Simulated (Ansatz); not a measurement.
Gas-phase electronic energies from Ansatz, PBE0-D4/def2-TZVP geometries. CBS: MP2 limit from def2 TZ/QZ plus the TZ coupled-cluster correction, frozen cores. This one scheme is used for every species. DFT in def2-TZVPP. B3LYP here is the variant with VWN-RPA as its local correlation; programs differ in this. One conformer a species, not always the lowest.

Consider the ligand exchange at the Si–O bond: `C[SiH2]O[SiH2]N` + `N[SiH](N)F` → `N[SiH2]N[SiH](N)F` + `C[SiH2]O`.

| level | ΔE (kJ/mol) |
| --- | --- |
| B3LYP | 63.1 |
| MP2/CBS(def2) | 55.9 |

(1) What does CCSD(T)/CBS give? (Best estimate.)

Largest T1 diagnostic among the species: 0.011.

Answers

(1) Ansatz gave: +56.5 kJ/mol. The listed levels differ from it by 6.6, -0.6 kJ/mol.

In def2-TZVPP, CCSD(T) changes the Hartree–Fock value by −18.8 kJ/mol (the triples alone add −3.1 kJ/mol) and MP2 by −19.4 kJ/mol. The D4 term adds −6.2 kJ/mol with B3LYP and −3.3 kJ/mol with PBE0; it sums over pairs of atoms, weighted by their polarisabilities, and B3LYP, whose exchange is more repulsive, gets the larger term.
